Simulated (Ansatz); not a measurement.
Geometry optimisation, RKS B3LYP-D4/STO-3G (Ansatz).

The input (input.yaml):

```yaml
crystal:
  periodic: [false, false, false]
  atoms:
    - { symbol: Si, position_ang: [0.0, 0.0, 0.0] }
    - { symbol: C, position_ang: [0.0, 0.0, 1.87] }
    - { symbol: H, position_ang: [-0.9996, -0.3092, 2.2405] }
    - { symbol: H, position_ang: [0.7676, -0.7111, 2.2405] }
    - { symbol: H, position_ang: [0.232, 1.0203, 2.2405] }
    - { symbol: Cl, position_ang: [2.0086, 0.0, -0.7093] }
    - { symbol: Cl, position_ang: [-1.0032, 1.7381, -0.7093] }
    - { symbol: Cl, position_ang: [-1.0032, -1.7381, -0.7093] }
basis:
  gaussian: { orbitals: STO-3G }
hamiltonian:
  xc: b3lyp
  dispersion: d4
relax:
  f_tol: 0.02
  max_steps: 40
```

Command:

```bash
$ ansatz run input.yaml --threads 1 --pin off --max-ram 2048MiB --backend cpu --events-out ev --progress --plain --runs-dir out
```

**Question.** Where does it end, and by what steps?

**Answer.** The run converged. Limits of this set-up: minimal basis. After 6 steps the energy has fallen by 0.048 eV; H5 moved furthest, 0.21 Å.

```tsv
step	energy less start (eV)	largest force component (eV/Å)	accepted
0	0.0000	0.599	yes
1	-0.0403	0.073	yes
2	-0.0388	0.692	no
3	-0.0437	0.035	yes
4	-0.0448	0.092	yes
5	-0.0448	0.221	yes
6	-0.0478	0.016	yes
```

```xyz
8
Properties=species:S:1:pos:R:3
Si 0.000 0.000 0.007
C 0.000 0.000 1.878
H -1.026 -0.101 2.256
H 0.600 -0.838 2.257
H 0.426 0.939 2.257
Cl 1.966 0.108 -0.730
Cl -1.076 1.648 -0.731
Cl -0.888 -1.756 -0.730
```

Time of the run: 19 s on 1 thread of Arm Neoverse V2, on a shared host, peak memory 0.12 GiB.
